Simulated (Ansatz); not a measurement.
```yaml
crystal:
  periodic: [false, false, false]
  atoms:
    - {symbol: Al, position_ang: [-0.318310, 3.356552, -0.491728]}
    - {symbol: C, position_ang: [0.813022, -0.712452, -1.032195]}
    - {symbol: C, position_ang: [-0.093121, -2.654450, 0.959622]}
    - {symbol: Cl, position_ang: [0.684365, -6.376355, 0.866219]}
    - {symbol: H, position_ang: [0.664233, 5.816804, -2.756086]}
    - {symbol: H, position_ang: [-2.262653, 4.078983, 2.315347]}
    - {symbol: H, position_ang: [2.138515, -1.534888, -2.847553]}
    - {symbol: H, position_ang: [-1.423650, -2.099811, 2.863394]}
basis:
  gaussian: {orbitals: def2-SVP}
hamiltonian: {xc: {name: PBE0}}
output: {forces: true}
```

```sh
$ ansatz run in.yaml --threads 2 --pin off --events-out ev --progress --plain --max-ram 4352MiB
```

Shortened log:

```
Functional definition: PBE0
820 factors; integrals over basis functions are off by at most 3.9e-4 eV
mean field evaluation 1: about -21182.9122 eV, gradient 5.2e1 eV
mean field evaluation 2: about -20746.7731 eV, gradient 2.3e2 eV
mean field evaluation 4: about -20935.8571 eV, gradient 2.0e2 eV
mean field evaluation 8: about -21203.3454 eV, gradient 3.8e1 eV
mean field evaluation 16: about -21208.5526 eV, gradient 5.6e-5 eV
mean field -21208.55259242 eV, -779.3999320983 hartree, gradient 1.1e-5 eV, S^2 0.000000; 10 other end points of the search recorded, 0 dependent functions left out
reference -21208.55264400 eV, -779.3999339938 hartree; 23, 23 occupied and 61, 61 virtual orbitals, 820 factors
Total energy: -21208.55264400 eV, -779.3999339938 hartree
Atom 0 at    -0.318310     3.356552    -0.491728 Å, force    -0.140459     0.508079     0.066312 eV/Å
Atom 1 at     0.813022    -0.712452    -1.032195 Å, force     0.712199    -1.165236    -0.758460 eV/Å
Atom 2 at    -0.093121    -2.654450     0.959622 Å, force    -0.619941     0.532155     0.805051 eV/Å
Atom 3 at     0.684365    -6.376355     0.866219 Å, force    -0.110940     0.508021     0.020251 eV/Å
Atom 4 at     0.664233     5.816804    -2.756086 Å, force    -0.202427    -0.552816     0.480268 eV/Å
Atom 5 at    -2.262653     4.078983     2.315347 Å, force     0.417711    -0.185134    -0.594095 eV/Å
Atom 6 at     2.138515    -1.534888    -2.847553 Å, force    -1.383400     0.702225     1.941475 eV/Å
Atom 7 at    -1.423650    -2.099811     2.863394 Å, force     1.327256    -0.347294    -1.960802 eV/Å
Dipole moment:    -0.160770     2.025356    -0.357202 e Å
```

Problem. What is wrong with this run?

Solution. The geometry is stretched to more than twice its size. The calculation finished and met its thresholds. The result belongs to that input, not to the molecule as meant.
